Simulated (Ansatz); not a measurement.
ClGaH (`[Cl][GaH]`) radical. The species carries charge 0 and has multiplicity 2.

(1) What are the harmonic wavenumbers in cm⁻¹ at PBE0-D4/def2-TZVP (Ansatz, finite differences of forces, unscaled)? (An estimate is asked.)

(2) Is this a minimum?

(3) Give the ideal-gas thermochemistry at 298.15 K and 1 bar (rigid rotor, harmonic oscillator; point group Cs, symmetry number 1).

Answers

(1) Ansatz gave: 397, 521, 1757.

(2) Yes, all 3 modes are real.

(3) Zero-point energy 16.0 kJ/mol; H(298) − E = 27.3 kJ/mol; entropy 270.3 J/(mol·K), of which translation 167.0, rotation 90.9, vibration 6.6, electronic 5.8; G(298) − E = -53.3 kJ/mol.
